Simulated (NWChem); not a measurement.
System: ZrH₄; SMILES [ZrH4]

Program: NWChem. Coordinates come from a PBE0/def2-SVP optimisation. def2 effective core potentials on Zr; no spin-orbit coupling.

For level B3LYP/def2-SVP:

```yaml
highest occupied level (eV): -8.30
orbital gap (eV): 5.61
```

Q: What are these values for level TPSSh/def2-SVP?

A: The highest occupied level (eV) is -7.94. The orbital gap (eV) comes out as 5.09.
